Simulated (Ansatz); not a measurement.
Gas-phase reaction in SMILES: F[SiH2]F [difluorosilane] → F[SiH2] + F atom (the F-Si bond at the site shown breaks; other sites are not compared here)
Structures are relaxed separately at B3LYP-D3(BJ)/def2-TZVP in Ansatz (a program for electronic structure).

Quantity: bond dissociation energy (electronic energy difference), in kcal/mol. Cores are frozen in the correlated levels unless marked. UHF or UKS for open shells. No spin-orbit coupling. Non-relativistic. Basis-set limits of correlation are two-point, X^-3; Hartree-Fock from the larger set.

```tsv
level	program	bond dissociation energy (kcal/mol)
HF/cc-pV(D+d)Z	Ansatz	113.5
HF/cc-pwCVTZ	Ansatz	123.6
B3LYP-D4/def2-TZVPD	Ansatz + dftd4	156.8
PBE0-D4/def2-TZVP	Ansatz + dftd4	155.3
B2GP-PLYP-D4/def2-TZVPD	Ansatz + dftd4	159.8
MP2/STO-3G	Ansatz	94.2
SCS-MP2/6-31G*	Ansatz	157.8
```

Task: What does CCSD(T)/CBS(cc-pV(T+d)Z,cc-pV(Q+d)Z) (Ansatz) give?

Result: 164.0 kcal/mol, so SCS-MP2/6-31G* differs from it by -6.2 kcal/mol.
